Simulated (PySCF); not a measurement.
Lowest empty level (eV) of eight silicon and germanium compounds: PBE beside r2SCAN, computed with PySCF for isolated molecules in the bases named; differences from unrounded values. The eight are the first of their class met in an unordered collection, after screening for sound electronic states; none was chosen by its value. Each molecule has one DFT geometry for both levels.

```tsv
molecule	basis	r2SCAN	PBE	difference
C₄H₁₀OSi, SMILES C[C@H]1OC[Si@H]1C	def2-TZVP	0.00	-0.37	-0.37
CH9FN2Si2, SMILES CN[Si@H](N[SiH3])F	def2-TZVP	-0.08	-0.55	-0.47
hexafluorodisilane (F6Si2), SMILES F[Si](F)(F)[Si](F)(F)F	def2-TZVP	-1.68	-1.94	-0.26
H4O2SeSi, SMILES O[SiH](O)[SeH]	def2-TZVP	-0.77	-1.09	-0.32
C4H10OSi, SMILES OC[C@H]1CC[SiH2]1	def2-TZVP	-0.30	-0.66	-0.37
C4H5NSi, SMILES C(#C)[C@@H]([SiH3])C#N	def2-TZVP	-0.86	-1.17	-0.31
CH₄N₂OSi, SMILES N#CO[SiH2]N	def2-TZVP	-0.40	-0.94	-0.55
CH₈FNSi₂, SMILES CN([SiH2]F)[SiH3]	def2-TZVP	-0.31	-0.70	-0.39
```

PBE lies below r2SCAN in 8 and above it in 0 of the eight; the mean signed difference is -0.38 and the largest -0.55 eV.
